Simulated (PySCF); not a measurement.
How the method moves the HOMO and LUMO of `CO[Si@H](Cl)O[SiH3]`

Compound: CH7ClO2Si2.
Z-matrix (Å and degrees, PBE0-D3(BJ)/def2-SVP geometry), rows numbered from 1:
```
C 
O   1  1.4031
Si  2  1.6431  1  128.19
Cl  3  2.0669  2  108.20  1   -45.92
O   3  1.6328  2  107.15  1  -164.74
Si  5  1.6717  3  138.11  2    34.64
H   1  1.1040  2  111.51  3   -74.17
H   1  1.0999  2  108.56  3   166.80
H   1  1.1034  2  111.59  3    47.27
H   3  1.4772  2  113.64  1    74.15
H   6  1.4922  5  110.16  3    39.86
H   6  1.4906  5  109.89  3   -81.06
H   6  1.4884  5  107.45  3   159.50
```

Basis pcSseg-1 throughout (PySCF), one geometry. One conformer (not necessarily the lowest) at the PBE0-D3(BJ)/def2-SVP geometry, without solvent, vibrations or thermal averaging.

How do the orbital energies, the gap and the dipole change with the method?

```tsv
method	kind	HOMO (eV)	LUMO (eV)	gap (eV)	μ (D)	SCF cycles
BLYP	GGA	-7.01	-0.45	6.56	1.56	15
PBE	GGA	-7.12	-0.63	6.49	1.57	15
OPBE	GGA	-7.12	-0.44	6.69	1.58	16
B97-D	GGA	-7.17	-0.43	6.74	1.60	15
LDA	LDA	-7.24	-0.89	6.35	1.63	14
KT2	GGA	-7.24	-0.82	6.42	1.56	16
BP86	GGA	-7.24	-0.67	6.57	1.61	15
KT3	GGA	-7.27	-0.66	6.61	1.53	16
B3LYP	global hybrid	-8.45	0.11	8.56	1.62	13
B97-2	global hybrid	-8.45	0.32	8.77	1.63	13
PBE0	global hybrid	-8.72	0.29	9.01	1.64	13
mPW1PW91	global hybrid	-8.76	0.32	9.08	1.65	13
CAM-B3LYP	range-separated hybrid	-10.15	1.38	11.52	1.66	13
BHandHLYP	global hybrid	-10.22	1.28	11.50	1.67	11
wB97X-D	range-separated hybrid	-10.65	2.11	12.77	1.68	14
LC-wPBE	range-separated hybrid	-11.53	2.58	14.11	1.72	13
HF	Hartree–Fock	-12.48	3.69	16.17	1.76	10
```

The HOMO spans 5.48 eV, from BLYP down to HF, and the gap runs from 6.35 eV (LDA) to 16.17 eV (HF). Over the methods BLYP (0 %), PBE (0 %), OPBE (0 %), B97-D (0 %), LDA (0 %), KT2 (0 %), BP86 (0 %), KT3 (0 %), B3LYP (20 %), B97-2 (21 %), PBE0 (25 %), mPW1PW91 (25 %), BHandHLYP (50 %), HF (100 %), a straight line through the gap against the share of exact exchange rises by 0.97 eV for each 10 % (correlation coefficient 0.999). The dipole ranges from 1.53 D (KT3) to 1.76 D (HF). This basis has no diffuse functions.
